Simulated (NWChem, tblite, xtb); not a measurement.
**CH3ClGeO (SMILES C[O][Ge][Cl]): the dipole moment, rung by rung**

The species is CH3ClGeO (7 atoms), meant as a singlet with charge 0. SMILES: `C[O][Ge][Cl]`. The shape is that of a PBE0-D4/def2-TZVP optimisation. This is one conformer, not always the lowest.

```xyz
7

C     0.4687    0.7185    0.0175
O     0.5651   -0.5233    0.6788
Ge   -0.4025   -1.9941    0.6000
Cl   -1.9383   -1.4272   -0.8918
H     0.3553    1.5103    0.7625
H    -0.3787    0.7509   -0.6718
H     1.3916    0.8968   -0.5407
```

Each level gives the dipole moment (D). The values are calculated.

```tsv
level	kind	program	value (D)	CPU time
GFN2-xTB	semi-empirical	xtb	1.76	under 2 s
GFN1-xTB	semi-empirical	tblite	1.34	under 2 s
GFN0-xTB	semi-empirical	xtb	0.78	under 2 s
IPEA1-xTB	semi-empirical	tblite	1.92	under 2 s
HF/STO-3G	Hartree–Fock	NWChem	2.31	3.7 s
HF/3-21G	Hartree–Fock	NWChem	2.25	3.7 s
HF/def2-SVP	Hartree–Fock	NWChem	1.07	22 s
B3LYP/6-31G* (spherical functions)	global hybrid	NWChem	1.46	27 s
PBE0/def2-SVP	global hybrid	NWChem	1.14	21 s
```

All-electron rows without a relativistic Hamiltonian named are non-relativistic. The values span 0.78 to 2.31 D. Magnitudes only. Sets without polarisation functions give poor dipoles. Without the sets that lack polarisation functions the rows with a basis span only 1.07 to 1.46 D. Times are those of the runs behind each value, whatever else they computed, on shared processors of several kinds: orders of magnitude only.
